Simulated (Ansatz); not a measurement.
Reaction (ligand exchange at the Si–C bond): `N[SiH2]C=[Se]` + `N[SiH](O)F` → `N[SiH2]O[SiH](N)F` + `C=[Se]`

Program: Ansatz. Geometries: PBE0-D4/def2-TZVP. ΔE: electronic, gas phase. CBS: MP2 limit from def2 TZ/QZ plus the TZ coupled-cluster correction, frozen cores. This one scheme is used for every species. DFT in def2-TZVPP. B3LYP here is the variant with VWN-RPA as its local correlation; programs differ in this. For Se outer-core shells are correlated without core-valence functions, which leaves a few kJ/mol of doubt a bond. Scalar relativity is left out up to krypton. One conformer a species, not always the lowest.

`N[SiH2]C=[Se]`:

Cartesian coordinates in Å:
```
N 0.788 -1.039 -0.711
Si 0.567 0.245 0.383
C -1.263 0.648 0.422
Se -2.454 -0.063 -0.652
H 1.686 -1.330 -1.053
H 0.031 -1.259 -1.341
H 0.991 -0.101 1.769
H 1.271 1.516 0.035
H -1.617 1.382 1.148
```

`N[SiH](O)F`:

Cartesian coordinates in Å:
```
N -1.113 0.191 0.363
Si 0.329 -0.304 -0.388
O 1.557 0.688 0.014
F 0.552 -1.796 0.130
H -1.840 -0.476 0.565
H -1.481 1.119 0.238
H 0.362 -0.353 -1.861
H 1.634 0.931 0.939
```

`N[SiH2]O[SiH](N)F`:

Cartesian coordinates in Å:
```
N -1.426 -1.009 0.769
Si -0.576 0.279 1.523
O 0.761 0.706 0.682
Si 1.430 0.635 -0.793
N 0.292 -0.007 -1.869
F 2.752 -0.254 -0.657
H -2.382 -0.877 0.486
H -1.246 -1.968 1.018
H -0.099 -0.111 2.871
H -1.505 1.434 1.576
H 1.908 1.956 -1.237
H 0.476 -0.116 -2.852
H -0.385 -0.668 -1.517
```

`C=[Se]`:

```xyz
4

C    -0.134    0.061    0.023
Se    1.431   -0.652   -0.246
H    -0.392    1.041   -0.370
H    -0.906   -0.451    0.593
```

Task: Is it downhill or uphill in electronic energy at CCSD(T)/CBS, and by how much? (Estimate.)

Result: Computed: Downhill: ΔE = -116.8 kJ/mol.

Task: What do these levels give: PBE-D4, B3LYP-D4, ωB97X-V, ωB97M-V, B2PLYP, PBE, r2SCAN, B3LYP, HF/def2-TZVPP, CCSD/def2-TZVPP, SCS-MP2/def2-QZVPP, MP2/CBS(def2)? (An estimate is asked.)

Result: Computed: PBE-D4 -101.1, B3LYP-D4 -118.8, ωB97X-V -118.4, ωB97M-V -118.1, B2PLYP -118.7, PBE -99.7, r2SCAN -111.8, B3LYP -117.1, HF/def2-TZVPP -136.6, CCSD/def2-TZVPP -121.6, SCS-MP2/def2-QZVPP -120.3, MP2/CBS(def2) -114.6 kJ/mol.

Largest T1 diagnostic among the species: 0.015.

From PBE to PBE0 (25 % exact exchange), in def2-TZVPP and without D4, ΔE moves by −7.1 kJ/mol. In def2-TZVPP, CCSD(T) changes the Hartree–Fock value by +18.0 kJ/mol (the triples alone add +3.0 kJ/mol) and MP2 by +20.2 kJ/mol.
